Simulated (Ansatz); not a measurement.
Start from `BCBr` and change one element to get `B[SiH2]Br`.

Ansatz, PBE0-D4/def2-TZVP geometries, multiplicity 1. 

Scalar relativity is left out up to krypton.

| property | `BCBr` |
| --- | --- |
| LUMO energy (PBE/def2-TZVPP) / eV | -2.03 |
| HOMO–LUMO gap (ωB97M-V/def2-TZVPP) / eV | 11.69 |
| HOMO–LUMO gap (PBE0/def2-TZVPP) / eV | 7.52 |
| ideal-gas entropy at 298 K and 1 bar (rigid rotor, harmonic PBE0-D4/def2-TZVP) / J/(mol·K) | 282 |
| LUMO energy (B3LYP/def2-TZVPP) / eV | -1.28 |
| zero-point energy (PBE0-D4/def2-TZVP) / kJ/mol | 128.3 |

Question: What does the change do to each property? (Best estimate.)

Answer: Computed: 
```csv
property,`B[SiH2]Br`,shift
LUMO energy (PBE/def2-TZVPP) / eV,-3.81,-1.78
HOMO–LUMO gap (ωB97M-V/def2-TZVPP) / eV,9.37,-2.32
HOMO–LUMO gap (PBE0/def2-TZVPP) / eV,5.24,-2.28
"ideal-gas entropy at 298 K and 1 bar (rigid rotor, harmonic PBE0-D4/def2-TZVP) / J/(mol·K)",319,37
LUMO energy (B3LYP/def2-TZVPP) / eV,-3.00,-1.72
zero-point energy (PBE0-D4/def2-TZVP) / kJ/mol,98.4,-29.9
```

With PBE0 the HOMO rises by 0.50 eV and the LUMO falls by 1.78 eV, so the gap narrows by about 2.28 eV. PBE moves the HOMO by 0.44 eV and ωB97M-V by 0.59 eV.

B3LYP here is the variant with VWN-RPA as its local correlation; programs differ in this.

Spin–orbit coupling is left out; it splits and shifts lone-pair levels of the heavy atoms by tenths of an eV.
